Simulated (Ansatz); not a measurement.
`CCBO[SiH3]` + HCl → `[SiH3]OBCl` + `CC` at 298.15 K and 1 bar (ligand exchange at a B–C bond).

Program: Ansatz. Geometries: PBE0-D4/def2-TZVP. ΔE: electronic, gas phase. CCSD(T)/CBS adds triple-zeta CCSD(T) − MP2 to the extrapolated MP2 energy (def2 sets, frozen cores). This one scheme is used for every species. One conformer a species, not always the lowest.

```
     species  CCSD(T)/CBS energy (Eh)  H − E (kJ/mol)  S (J/(mol·K))
`CCBO[SiH3]`               -470.65252           306.8          370.9
         HCl               -460.38127            26.6          186.8
`[SiH3]OBCl`               -851.35221           134.0          324.4
        `CC`                -79.71954           207.7          227.7
```

H − E and S are ideal-gas, rigid-rotor, harmonic terms from PBE0-D4/def2-TZVP, for one conformer and one mirror image of each species. 1 Eh = 2625.50 kJ/mol, R = 8.31446 J/(mol·K).

Question: By hand: ΔE, ΔH, ΔS and ΔG.

Answer: ΔE = (-851.35221) + (-79.71954) − (-470.65252) − (-460.38127) = -0.03796 Eh = -99.7 kJ/mol. Δ(H − E) = 134.0 + 207.7 − 306.8 − 26.6 = 8.3, so ΔH = -91.4 kJ/mol. ΔS = 324.4 + 227.7 − 370.9 − 186.8 = -5.6 J/(mol·K). ΔG = -91.4 − 298.15 × (-5.6)/1000 = -89.7 kJ/mol.

Question: By hand: the equilibrium constant, and the temperature at which ΔG would vanish if ΔH and ΔS stayed fixed.

Answer: log₁₀ K = −ΔG/(RT ln 10) = 15.7. ΔG = 0 at ΔH/ΔS = 16321 K, far beyond where these terms or the molecules hold.

The number of gas molecules stays the same, so ΔS is small and ΔH decides. A doubt of 5 kJ/mol in ΔE shifts log₁₀ K by 0.9 here. Other conformers and mirror images would add mixing entropy, several J/(mol·K) or more a flexible species. Modes under 60 cm⁻¹, often nearly free rotors, make the harmonic entropy too high. These are equilibria of isolated gas molecules and say nothing of rates. Largest T1 diagnostic: 0.012 (customary marks: 0.02 for closed shells, 0.045 for open ones).
